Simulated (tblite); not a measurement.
Compound: C₅H₁₁BCl₂Si.
Numbering: `[CH3:1][B:2]([CH3:3])[Si:4]1([CH:5]([Cl:6])[Cl:7])[CH2:8][CH2:9]1` (hydrogens: H10, H11, H12 on C1; H13, H14, H15 on C3; H16 on C5; H17, H18 on C8; H19, H20 on C9)

Computed with GFN2-xTB (tblite), gas phase: L-BFGS steps from a force-field or distance-geometry start until the largest atomic force falls under 0.01 eV/Å.

Step 11: E = -769.6295 eV
```
atom  x, y, z in Å  |  force x, y, z in eV/Å
C1      1.6735    1.4036   -1.0446   -0.002  -0.150   0.120
B2      1.2310    0.2180   -0.0850   -0.135   0.150   0.129
C3      2.1993   -0.3791    1.0198   -0.004   0.098  -0.089
Si4    -0.6759   -0.2778   -0.0183    0.048   0.043  -0.020
C5     -1.5907    1.0287    1.1485    0.135  -0.283  -0.275
Cl6    -0.6899    1.1989    2.6758   -0.080  -0.041  -0.057
Cl7    -1.5827    2.5983    0.3041   -0.034  -0.040   0.044
C8     -1.4868   -1.9892   -0.2118    0.020   0.184   0.015
C9     -1.8071   -1.0092   -1.3572    0.113   0.085   0.085
H10     2.2955    2.1311   -0.5208   -0.030  -0.028  -0.032
H11     0.8212    1.9275   -1.4753    0.066   0.036   0.056
H12     2.2728    1.0721   -1.8943    0.009  -0.142   0.106
H13     2.9254    0.3543    1.3729   -0.020  -0.055  -0.006
H14     2.7881   -1.2287    0.6687   -0.077   0.068  -0.165
H15     1.6456   -0.7577    1.8798    0.070   0.090  -0.021
H16    -2.6276    0.8177    1.4055    0.045  -0.014   0.011
H17    -0.8508   -2.8205   -0.4822   -0.005   0.027  -0.011
H18    -2.3167   -2.3266    0.3906   -0.063   0.078  -0.014
H19    -1.3942   -1.2547   -2.3257    0.012  -0.064   0.048
H20    -2.8351   -0.6962   -1.4537   -0.069  -0.040   0.076
```

Step 12: E = -769.6404 eV
```
atom  x, y, z in Å  |  force x, y, z in eV/Å
C1      1.6757    1.4038   -1.0386   -0.007  -0.011   0.048
B2      1.2323    0.2276   -0.0779   -0.176   0.093   0.136
C3      2.2021   -0.3736    1.0182   -0.012   0.051  -0.004
Si4    -0.6714   -0.2791   -0.0240   -0.009   0.055   0.032
C5     -1.5933    1.0245    1.1421    0.071  -0.230  -0.163
Cl6    -0.6926    1.1957    2.6749   -0.091  -0.058  -0.113
Cl7    -1.5867    2.6004    0.3073   -0.029  -0.076   0.040
C8     -1.4912   -1.9878   -0.2139    0.070   0.075   0.106
C9     -1.8083   -1.0131   -1.3562    0.043   0.171  -0.009
H10     2.2983    2.1407   -0.5323    0.027  -0.033   0.046
H11     0.8312    1.9323   -1.4770   -0.002   0.014   0.038
H12     2.2725    1.0624   -1.8837    0.049  -0.175   0.047
H13     2.9317    0.3468    1.3816    0.060   0.041  -0.044
H14     2.7815   -1.2238    0.6583   -0.036   0.029  -0.191
H15     1.6597   -0.7550    1.8821   -0.021   0.047   0.004
H16    -2.6323    0.8187    1.4090    0.138  -0.025  -0.052
H17    -0.8581   -2.8214   -0.4863   -0.003   0.027   0.004
H18    -2.3212   -2.3258    0.3889   -0.048   0.093  -0.007
H19    -1.3978   -1.2631   -2.3237    0.016  -0.062   0.013
H20    -2.8371   -0.6994   -1.4519   -0.039  -0.026   0.069
```

Step 13: E = -769.6500 eV
```
atom  x, y, z in Å  |  force x, y, z in eV/Å
C1      1.6771    1.4030   -1.0330   -0.005   0.098  -0.026
B2      1.2298    0.2374   -0.0693   -0.141   0.044   0.116
C3      2.2037   -0.3683    1.0164   -0.010   0.004   0.066
Si4    -0.6676   -0.2792   -0.0280   -0.047   0.042   0.054
C5     -1.5936    1.0165    1.1334   -0.008  -0.104  -0.021
Cl6    -0.6967    1.1921    2.6719   -0.076  -0.080  -0.140
Cl7    -1.5904    2.6002    0.3105   -0.020  -0.102   0.018
C8     -1.4931   -1.9848   -0.2135    0.081  -0.014   0.138
C9     -1.8081   -1.0126   -1.3552   -0.024   0.173  -0.068
H10     2.3005    2.1466   -0.5403    0.076  -0.034   0.102
H11     0.8393    1.9360   -1.4771   -0.051  -0.003   0.013
H12     2.2730    1.0513   -1.8740    0.054  -0.186   0.029
H13     2.9372    0.3415    1.3870    0.115   0.107  -0.076
H14     2.7753   -1.2190    0.6463   -0.026   0.020  -0.195
H15     1.6703   -0.7517    1.8835   -0.078   0.004   0.026
H16    -2.6330    0.8187    1.4106    0.173  -0.062  -0.110
H17    -0.8638   -2.8210   -0.4891   -0.005   0.038   0.023
H18    -2.3254   -2.3229    0.3872   -0.023   0.106  -0.002
H19    -1.4002   -1.2706   -2.3215    0.013  -0.044  -0.006
H20    -2.8393   -0.7026   -1.4489    0.000  -0.008   0.057
```

Step 14: E = -769.6601 eV
```
atom  x, y, z in Å  |  force x, y, z in eV/Å
C1      1.6783    1.4032   -1.0276    0.002   0.152  -0.070
B2      1.2244    0.2475   -0.0591   -0.044   0.026   0.080
C3      2.2052   -0.3625    1.0154   -0.004  -0.027   0.108
Si4    -0.6650   -0.2784   -0.0311   -0.055   0.011   0.052
C5     -1.5929    1.0059    1.1234   -0.074   0.060   0.118
Cl6    -0.7023    1.1865    2.6659   -0.033  -0.102  -0.123
Cl7    -1.5941    2.5975    0.3137   -0.011  -0.108  -0.020
C8     -1.4934   -1.9806   -0.2107    0.053  -0.066   0.103
C9     -1.8074   -1.0088   -1.3547   -0.071   0.098  -0.084
H10     2.3037    2.1511   -0.5455    0.108  -0.042   0.129
H11     0.8460    1.9397   -1.4765   -0.073  -0.015  -0.021
H12     2.2742    1.0359   -1.8631    0.030  -0.164   0.040
H13     2.9440    0.3386    1.3906    0.133   0.127  -0.114
H14     2.7679   -1.2134    0.6298   -0.035   0.040  -0.164
H15     1.6791   -0.7476    1.8852   -0.100  -0.039   0.040
H16    -2.6305    0.8165    1.4098    0.134  -0.117  -0.152
H17    -0.8687   -2.8193   -0.4914   -0.009   0.047   0.049
H18    -2.3303   -2.3171    0.3857    0.012   0.111   0.007
H19    -1.4016   -1.2785   -2.3190   -0.003  -0.009  -0.009
H20    -2.8418   -0.7058   -1.4440    0.040   0.017   0.032
```

Task: Estimate the geometry and energy of step 15. (The exact step hangs on the optimiser's Hessian estimate; all steps are aligned on step 14, rigid shifts and turns removed.)

Result: E = -769.6692 eV, largest force 0.265 eV/Å
```
atom  x, y, z in Å  |  force x, y, z in eV/Å
C1      1.6794    1.4052   -1.0236    0.008   0.127  -0.061
B2      1.2188    0.2564   -0.0496    0.060   0.043   0.045
C3      2.2067   -0.3573    1.0161   -0.002  -0.024   0.102
Si4    -0.6641   -0.2770   -0.0329   -0.027  -0.013   0.032
C5     -1.5925    0.9968    1.1157   -0.085   0.175   0.180
Cl6    -0.7081    1.1791    2.6581    0.026  -0.111  -0.058
Cl7    -1.5975    2.5929    0.3156   -0.007  -0.083  -0.062
C8     -1.4926   -1.9764   -0.2065    0.001  -0.063   0.024
C9     -1.8068   -1.0038   -1.3550   -0.074  -0.014  -0.052
H10     2.3085    2.1538   -0.5469    0.111  -0.055   0.117
H11     0.8500    1.9431   -1.4758   -0.059  -0.020  -0.051
H12     2.2757    1.0182   -1.8520   -0.011  -0.109   0.062
H13     2.9519    0.3388    1.3916    0.108   0.094  -0.146
H14     2.7599   -1.2075    0.6110   -0.052   0.074  -0.102
H15     1.6851   -0.7440    1.8876   -0.080  -0.068   0.039
H16    -2.6260    0.8112    1.4061    0.022  -0.163  -0.158
H17    -0.8724   -2.8164   -0.4925   -0.008   0.040   0.075
H18    -2.3350   -2.3089    0.3847    0.039   0.099   0.022
H19    -1.4021   -1.2855   -2.3167   -0.026   0.031  -0.005
H20    -2.8440   -0.7081   -1.4381    0.057   0.041  -0.003
```

The energy changes by -0.0091 eV. The first-order estimate −F·Δx gives -0.0127 eV and the mean of the old and new forces, exact on a quadratic surface, -0.0091 eV. The step makes an angle of 63° with the force vector and moves no atom by more than 0.021 Å.

The cost below is that of the whole relaxation. Time: 5.0 s of wall time. Hardware: one thread of an Arm Neoverse N1, no GPU, shared host with 64 logical CPUs at a one-minute load of 61.
